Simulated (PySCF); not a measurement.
Pm²⁶⁺: fine-structure interval

Pm²⁶⁺ [Ar] 3d10 4s2 4p5 [4p1/2^2 4p3/2^3, M_J = 3/2] → Pm²⁶⁺ [Ar] 3d10 4s2 4p5 [4p1/2^1 4p3/2^4, M_J = 1/2], as a difference of total energies. Calculation: PySCF 2.14, in an even-tempered Gaussian basis (17 s from 2.1 bohr⁻², ratio 2.8; 14 p from 2.7 bohr⁻², ratio 2.8; 9 d from 4.8 bohr⁻², ratio 2.8; 4 f from 15 bohr⁻², ratio 3); the two-component X2C-1e Hamiltonian. Correlated levels: [Ne] frozen; the 90 highest virtual spinors dropped. "Screened" scales the spin-orbit matrix elements by Boettger's factors to mimic the two-electron term; Breit and QED terms are absent.

| method | fine-structure interval (cm⁻¹) |
| --- | --- |
| GHF (screened spin-orbit) | 267550 |
| GMP2 (screened spin-orbit) | 268180 |
| GHF (bare spin-orbit) | 277260 |
